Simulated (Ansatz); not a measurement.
Total energies of CH5FGeSSi (`[F][GeH]1[CH2][SiH2][S]1`).

Cartesian coordinates in Å:
```
F -1.987 0.616 -1.709
Ge -1.283 0.604 -0.118
C 0.665 0.669 -0.242
Si 0.837 -1.089 0.417
S -1.268 -1.455 0.715
H -2.097 1.628 0.682
H 0.992 0.801 -1.274
H 1.118 1.439 0.384
H 1.586 -1.172 1.697
H 1.437 -2.041 -0.553
```

Charge 0, multiplicity 1. Correlated methods include outer-core shells of Ge, which these sets cover unevenly. Scalar relativity is left out up to krypton. Geometry: relaxed with PBE0-D4/def2-TZVP. Basis def2-TZVPP, Ansatz.

RPA on PBE orbitals: Hartree–Fock energy of these orbitals -2902.14892 Eh, correlation -1.55955 Eh (frozen core).

```json
{"functional": "LDA (SPW92)", "energy without D4 (Eh)": "-2899.11976", "D4 term (kJ/mol)": "–"}
{"functional": "PBE", "energy without D4 (Eh)": "-2905.03675", "D4 term (kJ/mol)": "-28.7"}
{"functional": "revPBE", "energy without D4 (Eh)": "-2905.48152", "D4 term (kJ/mol)": "-75.4"}
{"functional": "BLYP", "energy without D4 (Eh)": "-2905.83540", "D4 term (kJ/mol)": "-61.8"}
{"functional": "r2SCAN", "energy without D4 (Eh)": "-2905.70206", "D4 term (kJ/mol)": "-6.6"}
{"functional": "B97M-V", "energy without D4 (Eh)": "-2905.23335", "D4 term (kJ/mol)": "–"}
{"functional": "B3LYP", "energy without D4 (Eh)": "-2905.90808", "D4 term (kJ/mol)": "-46.9"}
{"functional": "r2SCANh", "energy without D4 (Eh)": "-2905.68407", "D4 term (kJ/mol)": "-7.1"}
{"functional": "HSE06 (plane-wave form)", "energy without D4 (Eh)": "-2905.14145", "D4 term (kJ/mol)": "-23.0"}
{"functional": "BHLYP", "energy without D4 (Eh)": "-2905.74072", "D4 term (kJ/mol)": "-40.4"}
{"functional": "LC-ωPBE", "energy without D4 (Eh)": "-2905.26980", "D4 term (kJ/mol)": "–"}
{"functional": "ωB97X-V", "energy without D4 (Eh)": "-2905.48840", "D4 term (kJ/mol)": "–"}
{"functional": "B2PLYP", "energy without D4 (Eh)": "-2905.11979", "D4 term (kJ/mol)": "–"}
{"functional": "PBE-QIDH", "energy without D4 (Eh)": "-2904.65063", "D4 term (kJ/mol)": "–"}
```

(1) Give the same for PBE0, r2SCAN0, CAM-B3LYP, ωB97M-V. (An estimate is asked.)

B3LYP takes the VWN-RPA correlation (the form of Gaussian; ORCA's B3LYP/G). HSE06 is the plane-wave form, built on full-range PBE exchange. The double hybrids freeze the cores in their second-order part.

## Answers

(1) Computed: 
```json
{"functional": "PBE0", "energy without D4 (Eh)": "-2905.16129", "D4 term (kJ/mol)": "-24.4"}
{"functional": "r2SCAN0", "energy without D4 (Eh)": "-2905.65886", "D4 term (kJ/mol)": "-8.0"}
{"functional": "CAM-B3LYP", "energy without D4 (Eh)": "-2905.91344", "D4 term (kJ/mol)": "-25.2"}
{"functional": "ωB97M-V", "energy without D4 (Eh)": "-2905.62183", "D4 term (kJ/mol)": "–"}
```

LC-ωPBE has ω = 0.4 bohr⁻¹.
